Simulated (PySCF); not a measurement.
GaCl2I, SMILES [I][Ga]([Cl])[Cl]. Geometry: PBE-D3(BJ)/def2-SVP. The structure was generated by enumeration; whether it is a known compound was not checked. The def2 effective core potentials stand for the cores of I; spin–orbit coupling is left out.

### Question
Give the equilibrium geometry at PBE-D3(BJ)/def2-SVP (PySCF confirms it by a frequency run) as a Z-matrix, and its point group. (The exact figures need the calculation; the answer reports its results.)

### Answer
point group C2v.
```
Ga
Cl 1 2.1469
Cl 1 2.1469 2 117.78
I 1 2.4760 2 121.11 3 180.00
```
